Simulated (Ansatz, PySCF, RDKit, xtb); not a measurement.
Noncovalent pair: H2O (SMILES O) (first 3 atoms) with CH3F (SMILES CF); geometry from B3LYP-D3(BJ)/def2-TZVP, rigid monomers moved along the line of their centres of mass till H3···F5 is 2.30 Å.
(charge 0, multiplicity 1):
```xyz
8

O     -0.1214    -0.0633     0.5828
H      0.0078     0.6366    -0.0644
H     -0.4799     0.3723     1.3672
C      0.4670    -0.2799     4.1074
F     -0.4687     0.6592     3.6487
H     -0.0647    -1.0328     4.6880
H      0.9493    -0.7288     3.2407
H      1.1929     0.2420     4.7300
```

Counterpoise-corrected where a basis set is named; no monomer relaxation. Rows marked so take none. RDKit's UFF carries no charges.

Correlated levels freeze the cores. CBS(a, b) extrapolates the correlation energy as X⁻³ and adds the Hartree–Fock energy of set b. Rows in 6-311+G**, 6-31G* carry no dispersion term and start afresh at each structure (6-31G* with six Cartesian d functions). MP2/6-31G* freezes PySCF's default core.

Programs: Ansatz (a quantum-chemistry and plane-wave program); PySCF for 6-311+G** rows, 6-31G* rows, the dispersion terms; RDKit for the force fields; xtb for the GFN methods. Each number belongs to the level named beside it.

```
level                                                     interaction energy (kcal/mol)
--------------------------------------------------------  -----------------------------
UFF                                                                                0.92
GFN2-xTB                                                                          -2.96
B3LYP/6-311+G** (no counterpoise)                                                 -3.26
B3LYP-D3(BJ)/def2-TZVPPD                                                          -3.37
PBE0-D3(BJ)/def2-TZVPPD                                                           -3.40
MP2/6-31G* (no counterpoise)                                                      -5.42
MP2/CBS(aug-cc-pVDZ, aug-cc-pVTZ)                                                 -3.39
CCSD(T)/aug-cc-pVDZ                                                                 ___
MP2/CBS(aug-cc-pVDZ, aug-cc-pVTZ) + ΔCCSD(T)/aug-cc-pVDZ                          -3.42
```

Task: Some entries are withheld; supply them.

Result: 
- CCSD(T)/aug-cc-pVDZ, interaction energy (kcal/mol): -3.18
